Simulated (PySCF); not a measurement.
Gas-phase reaction: SnO + 3 F2O = SnF2 + 4 FO

Energies from PySCF, thermal terms from the rigid-rotor harmonic-oscillator model, ideal gas at 1 bar. † marks an energy on the PBE0/def2-TZVP geometry and frequencies; other levels use their own. CCSD(T) freezes the core. Open shells (unrestricted): FO (multiplicity 2, electronic degeneracy 4); the rest are closed-shell singlets. Spin-orbit splitting is ignored; it lowers the true energy and changes the entropy of FO. B3LYP is the form with VWN-RPA correlation. Sn: scalar-relativistic def2 core potential, no spin-orbit coupling. CCSD(T) isn't extrapolated to the basis-set limit; its ΔH°(298 K) is -223.9 kJ in def2-SVP and -184.0 kJ in def2-TZVPP. The harmonic model lacks anharmonicity and excited electronic states, which grow with temperature; levels with a mode under 35 cm⁻¹ are left out. Warning, large T1 diagnostic: SnO (CCSD(T)/def2-SVP†).

| level | ΔE electronic, kJ | ΔH°(298 K), kJ | ΔS°(298 K), J/K | ΔG°(1600 K), kJ |
|---|---|---|---|---|
| B3LYP/def2-TZVP† | -220 | -228 | 180 | -521 |
| BLYP/def2-TZVP† | -154 | -162 | 180 | -455 |
| CCSD(T)/def2-SVP† | -216 | -224 | 180 | -517 |
| PBE/def2-SVP | -111 | -115 | 176 | -398 |
| PBE/def2-TZVP† | -119 | -127 | 180 | -421 |
| PBE0/def2-QZVP† | -223 | -231 | 180 | -524 |
| PBE0/def2-SVP† | -230 | -238 | 180 | -531 |
| LDA/def2-TZVP† | 5 | -2 | 180 | -296 |
| ωB97M-V/def2-TZVP† | -203 | -211 | 180 | -504 |
| ωB97X-V/def2-TZVP† | -225 | -233 | 180 | -526 |
ΔH° is lowest at PBE0/def2-SVP† and highest at LDA/def2-TZVP†. No reference value is set beside these.
